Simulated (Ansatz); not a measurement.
Born–Oppenheimer molecular dynamics of BClH6N2Si (11 atoms, charge 0, multiplicity 1). It starts from a relaxed structure.

All numbers below come from RKS LDA/STO-3G (Ansatz 0.2.0).

```
ensemble                      : NVE (velocity Verlet)
time step                     : 0.5 fs
steps asked                   : 377
starting velocities drawn for : 200 K
masses                        : H 3.016 u
seed                          : 493839
```

First frame:

```xyz
11
Properties=species:S:1:pos:R:3
N -1.163 1.260 0.382
B -0.300 0.944 -0.676
Cl -0.296 2.066 -2.094
N 0.556 -0.174 -0.714
Si 0.753 -1.412 0.514
H -1.780 2.095 0.368
H -1.247 0.683 1.243
H 1.137 -0.268 -1.573
H -0.160 -1.101 1.598
H 2.121 -1.426 1.008
H 0.444 -2.723 -0.035
```

Problem. What does the run give?

Solution. All steps were run.

```
steps done                                               : 377
time covered                                             : 188.5 fs
mean temperature over the second half                    : 101 K
spread of the potential energy over the second half      : 2.4 meV per atom
mean potential energy of the second half above the start : 10.5 meV per atom
```

The conserved energy stayed within 0.045 meV per atom of its start (net change 0.036 meV per atom), so the integration is sound. Over the second half the temperature averaged 0.51 of the 200 K drawn at the start: a run that starts near a minimum puts about half its kinetic energy into the potential. A run of 0.19 ps of so small a system gives no equilibrium averages. Limits of this set-up: minimal basis.

Problem. What happens to the structure?

Solution. The same pairs are bonded in the first frame and the last. Pairs count as bonded within 1.25 times the sum of covalent radii (0.12 Å more for H–H). This is one draw of velocities; another would differ in detail.

Problem. How do temperature and energy run in time?

Solution. 
```tsv
time (fs)	T (K)	potential energy less start (eV)	conserved less start (meV/atom)
0	200	0.000	0.00
15.5	54	0.170	0.04
31	88	0.131	0.03
46.5	129	0.082	0.02
62	95	0.123	0.02
77.5	85	0.134	0.04
93	89	0.130	0.03
108.5	122	0.091	0.01
124	98	0.119	0.02
139.5	87	0.132	0.04
155	120	0.093	0.01
170.5	84	0.136	0.03
186	117	0.097	0.02
```

Time of the run: 11 min on 1 thread of Arm Neoverse V1, with other jobs on the host, peak memory 0.09 GiB.
